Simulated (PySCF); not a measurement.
# Computed spin Hamiltonian

Species: C₃H₁₁OSSi₂ (doublet state).
Cartesian coordinates in Å at the GFN2-xTB level; atoms count from 1:
```
atom  x, y, z in Å
C1    -2.3592    1.1725    0.0185
C2    -2.2779   -0.2722   -0.4533
Si3   -0.5593   -0.7499   -1.1187
Si4    0.8949   -0.3380    0.6258
O5     0.5893   -1.4240    1.8061
S6     2.9872   -0.7345    0.1201
C7     3.2202    0.5402   -1.1490
H8    -1.6561    1.3524    0.8304
H9    -2.1219    1.8532   -0.7965
H10   -3.3597    1.4102    0.3771
H11   -2.5549   -0.9330    0.3691
H12   -3.0148   -0.4309   -1.2410
H13   -0.7007   -2.0522   -1.7990
H14   -0.1952    0.1961   -2.1913
H15    1.2702   -1.9292    2.2432
H16    3.0424    1.5194   -0.7159
H17    2.5391    0.3602   -1.9754
H18    4.2476    0.4661   -1.4913
```

The hyperfine couplings belong to this conformer and change with its torsions.

Identity: `CC[SiH2][Si](O)SC` [radical].

Theory: PySCF, UKS B3LYP, pcH-1 on C H O S Si, non-relativistic, mean-field spin-orbit, GIAO. Isolated species at its GFN2-xTB geometry (one conformer only). The geometry wasn't refined by DFT: couplings that depend on bond lengths, twists or pyramidal angles can differ widely from those at the functional's own minimum, by a factor of two or more for some ions and for spin on atoms past the first row. Stability of the SCF solution: not tested.

- g1, g2, g3: 2.00215, 2.00251, 2.01290
- g_iso: 2.00585
- Form of g: close to axial: the two nearest values differ by 3 % of g3 − g1
- ⟨S²⟩: 0.7532 (exact 0.7500)
- HOMO–LUMO gap, α and β orbitals: 4.49, 3.96 eV
- Basis functions: 315

Hyperfine couplings atom by atom, in MHz; T1 to T3 are the principal values of the dipolar part; ρ(0) is the spin density at the nucleus:

```tsv
atom	isotope	a_iso	of which spin–orbit	T1	T2	T3	Mulliken spin population	ρ(0) (bohr⁻³)
C1	13C	4.7	0.0	-1.1	-0.8	1.9	0.01	0.0042
C2	13C	-3.9	0.0	-0.7	-0.3	1.1	-0.01	-0.0035
Si3	29Si	-171.5	0.3	-39.1	17.9	21.2	0.13	0.1932
Si4	29Si	-512.2	0.5	-122.9	58.8	64.1	0.66	0.5768
O5	17O	-21.6	-0.1	-28.9	13.9	15.0	0.06	0.0354
S6	33S	6.7	0.1	-15.5	-14.1	29.5	0.11	0.0194
C7	13C	1.9	0.0	-0.5	-0.2	0.7	-0.01	0.0017
H8	1H	4.1	0.0	-3.8	-2.1	5.9	0.00	0.0009
H9	1H	-0.4	0.0	-1.2	-1.0	2.3	0.00	-0.0001
H10	1H	3.3	0.0	-1.0	-0.7	1.7	0.00	0.0007
H11	1H	1.7	0.0	-1.6	-0.9	2.5	0.00	0.0004
H12	1H	7.0	0.0	-1.2	-0.4	1.6	0.00	0.0016
H13	1H	59.6	0.0	-3.1	-0.3	3.4	0.03	0.0133
H14	1H	-5.3	0.0	-3.0	-1.3	4.3	0.00	-0.0012
H15	1H	-1.9	0.1	-7.4	-3.3	10.7	0.00	-0.0004
H16	1H	4.4	0.0	-2.6	-1.5	4.1	0.01	0.0010
H17	1H	2.5	0.0	-1.7	-1.2	2.8	0.00	0.0006
H18	1H	-0.5	0.0	-1.4	-0.9	2.3	0.00	-0.0001
```

The Mulliken spin populations are largest on Si4 (+0.66), Si3 (+0.13), S6 (+0.11) and O5 (+0.06). No atom but Si4 exceeds +0.15. The angles at Si4 add up to 324.4°, so it is pyramidal.

Axes: g2 points within 13° of the Si4–S6 bond and g3 points within 4° of the Si4–O5 bond.

Under fast tumbling the dipolar parts average out, and these isotropic splittings remain: 2 × 1H (H13/H14, I = 1/2, 3 lines) with 0.97 mT, 2 × 1H (H11/H12, I = 1/2, 3 lines) with 0.15 mT, 3 × 1H (H8/H9/H10, I = 1/2, 4 lines) with 0.08 mT, 3 × 1H (H16/H17/H18, I = 1/2, 4 lines) with 0.08 mT and 1 × 1H (H15, I = 1/2, 2 lines) with 0.07 mT.

Nuclei that the bonding pattern makes equivalent are averaged, as if the motion that swaps them (rotation, inversion, ring flip) were fast. The 1H value of +27.1 MHz is a mean of couplings from -5.3 to 59.6 MHz in this one geometry, not an average over conformers. The 1H value of +4.3 MHz is a mean of couplings from 1.7 to 7.0 MHz in this one geometry, not an average over conformers.

The 17O coupling of O5 (-21.6 MHz) shows only in satellite lines or after enrichment, since that isotope makes up about 0.038 % of natural oxygen.

The 29Si coupling of Si4 (-512.2 MHz) shows only in satellite lines or after enrichment, since that isotope makes up about 4.7 % of natural silicon.
